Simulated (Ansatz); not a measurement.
System: CH₄BS₂, net charge -1, singlet state. It need not be the lowest isomer of its formula. Whether it binds its extra electron was not tested at this geometry. 
Structure (B3LYP-D3(BJ)/def2-TZVP (Ansatz, an electronic-structure program) minimum search):
```xyz
8

C     -1.6538     0.4069     0.9285
B     -0.4233     0.1080     0.2509
S      0.5974     1.3091    -0.8045
S      0.3253    -1.6320     0.2385
H     -2.1741     1.3578     0.8321
H     -2.1560    -0.3125     1.5708
H     -0.0224     2.4391    -0.4203
H      1.6302    -1.3001     0.2480
```
Charge -1, spin multiplicity 1.

Basis-set convergence of Hartree-Fock and MP2 correlation energies (hartree) with Ansatz. Valence correlation only, unless marked. No spin-orbit coupling. No relativistic terms. This anion needs diffuse functions, which these sets lack.

```tsv
basis	functions	E(HF)	E(corr, MP2)
cc-pV(D+d)Z	94	-859.99937	-0.50817
cc-pV(T+d)Z	194	-860.04988	-0.64738
cc-pV(Q+d)Z	358	…	…
```

Q: What belongs in the gaps?

A: 
- cc-pV(Q+d)Z, E(HF): -860.06347
- cc-pV(Q+d)Z, E(corr, MP2): -0.69780
